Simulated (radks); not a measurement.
Results of a calculation; reference values are marked as such.
Sr IX, configuration [Ar] 3d10 4s2 (the NIST ground configuration).

Level of theory: non-relativistic Kohn-Sham, TPSS, spin-polarised, spherical densities, point nucleus; meta-GGA in the generalised Kohn-Sham scheme; relativity is left out, which matters for an element this heavy (a radial shooting solver on a logarithmic mesh with Libxc functionals).

Energy parts (eV):
| part | energy |
|---|---|
| total | -84760.663 |
| kinetic | 84722.060 |
| electron-nucleus | -198175.450 |
| Hartree | 31407.281 |
| exchange-correlation | -2714.555 |

Orbitals (lengths in bohr, moments of r in powers of bohr; r(max) is where P^2 peaks):
orbital,occ.,eigenvalue (eV),r(max)
1s,2,-15767.68,0.02655
2s,2,-2218.764,0.1491
2p,6,-2031.653,0.1178
3s,2,-450.7044,0.4446
3p,6,-381.8554,0.4338
3d,10,-257.8843,0.3750
4s,2,-147.9186,1.133

The highest occupied level is 4s at -147.92 eV. The density falls to 0.001 e/bohr^3 at r = 2.37 bohr. Virial ratio -V/T = 2.00046. Summed over all electrons, <r^2> = 8.804 bohr^2, which gives a Langevin (diamagnetic) susceptibility term of -6.97 x 10^-6 cm^3/mol. For comparison, the ionisation energy in NIST's Atomic Spectra Database is 158.3 eV (semi-empirical). In exact Kohn-Sham theory the highest level is minus the ionisation energy, but local and semilocal functionals leave it too shallow, through self-interaction and a potential that decays too fast; potentials with the right tail come closer.
